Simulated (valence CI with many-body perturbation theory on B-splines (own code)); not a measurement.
**Ge27+: calculated level list**

Level of theory: relativistic CI+MBPT: three valence electrons over a frozen Dirac-Fock core [He], radial functions for each j: 11 s, 11 p, 10 d, 8 f, 5 g, 2 h, with the one-electron correlation potential Σ1, the two-electron term Σ2, the three-electron term Σ3, Breit, model QED; selected CI, second order for the rest, scaled by the run's own slope (own B-spline code, finite nucleus).

No measured spectrum was set against this ion. As an estimate, large intervals hold to a few tenths of a per cent, small ones and those within an open d or f shell to about a per cent.

Levels 1 to 45 of 208, with energies above the lowest level, 2s²2p ²P°_1/2. "Leading %" is the weight of the configuration and term that name the level; weights of strongly mixed levels are sums over their largest components and can fall short. In the jj column 3d3/2^4 stands for four electrons in 3d with j = 3/2.

```csv
No.,Configuration,Term,J,E (Ry),Leading %,g,Leading jj
1,2s²2p,²P°,1/2,0.00,98,0.658,2s^2 2p1/2 (98 %)
2,2s²2p,²P°,3/2,2.68,98,1.328,2s^2 2p3/2 (98 %)
3,2s2p²,⁴P,1/2,5.22,89,2.562,2s 2p1/2^2 (75 %)
4,2s2p²,⁴P,3/2,6.75,98,1.714,2s 2p1/2 2p3/2 (96 %)
5,2s2p²,⁴P,5/2,7.71,81,1.519,2s 2p1/2 2p3/2 (76 %)
6,2s2p²,²D,3/2,10.03,87,0.863,2s 2p1/2 2p3/2 (90 %)
7,2s2p²,²P,1/2,10.90,71,1.103,2s 2p1/2 2p3/2 (71 %)
8,2s2p²,²D,5/2,11.02,81,1.270,2s 2p3/2^2 (76 %)
9,2s2p²,²S,1/2,13.77,69,1.653,2s 2p3/2^2 (89 %)
10,2s2p²,²P,3/2,13.88,87,1.273,2s 2p3/2^2 (86 %)
11,2p³,⁴S°,3/2,16.45,66,1.704,2p1/2^2 2p3/2 (80 %)
12,2p³,²D°,3/2,18.54,65,1.157,2p1/2 2p3/2^2 (84 %)
13,2p³,²D°,5/2,19.21,100,1.194,2p1/2 2p3/2^2 (100 %)
14,2p³,²P°,1/2,20.84,98,0.658,2p1/2 2p3/2^2 (98 %)
15,2p³,²P°,3/2,22.66,67,1.256,2p3/2^3 (94 %)
16,2s²3s,²S,1/2,118.51,95,1.999,2s^2 3s (95 %)
17,2s²3p,²P°,1/2,120.63,93,0.666,2s^2 3p1/2 (93 %)
18,2s²3p,²P°,3/2,121.38,92,1.335,2s^2 3p3/2 (92 %)
19,2s2p3s,⁴P°,1/2,122.70,93,2.547,2s 2p1/2 3s (96 %)
20,2s2p3s,⁴P°,3/2,123.25,83,1.664,2s 2p1/2 3s (83 %)
21,2s²3d,²D,3/2,123.28,96,0.797,2s^2 3d3/2 (96 %)
22,2s²3d,²D,5/2,123.51,96,1.198,2s^2 3d5/2 (96 %)
23,2s2p3s,²P°,1/2,123.99,94,0.729,2s 2p1/2 3s (88 %)
24,2s2p3p,⁴D,1/2,124.54,75,0.203,2s 2p1/2 3p1/2 (98 %)
25,2s2p3p,⁴D,3/2,125.03,66,1.216,2s 2p1/2 3p1/2 (84 %)
26,2s2p3s,⁴P°,5/2,125.31,98,1.595,2s 2p3/2 3s (98 %)
27,2s2p3p,⁴P,3/2,125.70,25,1.465,2s 2p1/2 3p3/2 (93 %)
28,2s2p3p,⁴P,1/2,125.94,48,1.821,2s 2p1/2 3p1/2 (78 %)
29,2s2p3p,²P,1/2,126.06,44,1.449,2s 2p1/2 3p3/2 (76 %)
30,2s2p3p,⁴D,5/2,126.09,77,1.380,2s 2p1/2 3p3/2 (80 %)
31,2s2p3s,²P°,3/2,126.14,87,1.370,2s 2p3/2 3s (96 %)
32,2s2p3p,²D,3/2,126.44,54,1.238,2s 2p1/2 3p3/2 (87 %)
33,2s2p3d,⁴F°,3/2,127.00,83,0.494,2s 2p1/2 3d3/2 (96 %)
34,2s2p3d,⁴F°,5/2,127.36,76,1.087,2s 2p1/2 3d3/2 (49 %)
35,2s2p3p,⁴P,3/2,127.69,51,1.550,2s 2p3/2 3p1/2 (93 %)
36,2s2p3d,⁴P°,5/2,127.82,44,1.383,2s 2p1/2 3d5/2 (69 %)
37,2s2p3p,⁴P,5/2,127.88,47,1.415,2s 2p3/2 3p1/2 (87 %)
38,2s2p3d,⁴F°,7/2,127.94,66,1.272,2s 2p1/2 3d5/2 (82 %)
39,2s2p3p,⁴D,7/2,128.00,100,1.425,2s 2p3/2 3p3/2 (100 %)
40,2s2p3d,⁴D°,3/2,128.00,53,1.306,2s 2p1/2 3d3/2 (53 %)
41,2s2p3d,⁴D°,1/2,128.05,78,0.284,2s 2p1/2 3d3/2 (84 %)
42,2s2p3p,⁴S,3/2,128.23,39,1.552,2s 2p3/2 3p3/2 (92 %)
43,2s2p3s,²P°,3/2,128.47,40,1.139,2s 2p3/2 3s (39 %)
44,2s2p3s,²P°,1/2,128.53,95,0.703,2s 2p3/2 3s (86 %)
45,2s2p3d,²F°,5/2,128.72,61,1.037,2s 2p1/2 3d5/2 (71 %)
```

Names give the largest LS component (configuration and term), which can be under half, so a name can repeat, a term be missing and a line seem to break the LS rules; names also repeat where a configuration has a term twice.

The ionisation energy to 2s² ¹S0 of the next ion comes out as 2882.6 eV (NIST: 2881.9 ± 1.6 eV (semi-empirical)). All 208 levels together are meant to be complete up to 173.75 Ry.
